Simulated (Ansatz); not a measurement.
The same path of BH5SSe (8 atoms, charge 0, multiplicity 1) was run 3 times with different band settings. Lost on the way: H5–Se6. Made: S2–H5.

Theory: UKS PBE/def2-SVP in Ansatz.

Relaxed end points:

```xyz
8
Properties=species:S:1:pos:R:3
B -0.651 -0.550 -0.386
S 0.826 -0.708 -1.486
H -0.962 -1.604 0.145
H -1.552 0.208 -0.706
H 0.548 1.745 1.083
Se -0.125 0.531 1.619
H 0.722 0.489 -2.129
H 1.195 -0.111 1.860
```

```xyz
8
Properties=species:S:1:pos:R:3
B -0.730 -0.455 0.032
S 0.704 -0.033 -1.414
H -0.435 -1.613 0.276
H -1.729 -0.291 -0.652
H 1.842 0.028 -0.660
Se -0.677 0.854 1.556
H 0.620 1.331 -1.461
H 0.405 0.179 2.324
```

Common settings: movable images 7; climbing image yes; spring 5.0 eV/Å²; force threshold 0.05 eV/Å; iteration limit 60; end points relaxed.

| run | optimiser | start path | largest step |
| --- | --- | --- | --- |
| 1 | quadratic models (default) | through a guess of the saddle point | default |
| 2 | lbfgs | through a guess of the saddle point | 0.5 Å |
| 3 | quadratic models (default) | straight line | default |

(1) What does each run give, and how far can it be trusted?

## Answers

(1) Run 1: converged after 11 iterations, highest image 0.318 eV above the first end. A vibrational analysis at the climbing image gives one clearly imaginary mode, 563i cm⁻¹: a first-order saddle point.
Run 2: converged after 32 iterations, highest image 0.319 eV above the first end. Another band between the same ends (7 images) ends at a top of the same energy, where a vibrational analysis finds 1 clearly imaginary mode.
Run 3: converged after 9 iterations, highest image 0.318 eV above the first end. Another band between the same ends (7 images) ends at a top of the same energy, where a vibrational analysis finds 1 clearly imaginary mode.
The orbitals were unrestricted but ended closed-shell.
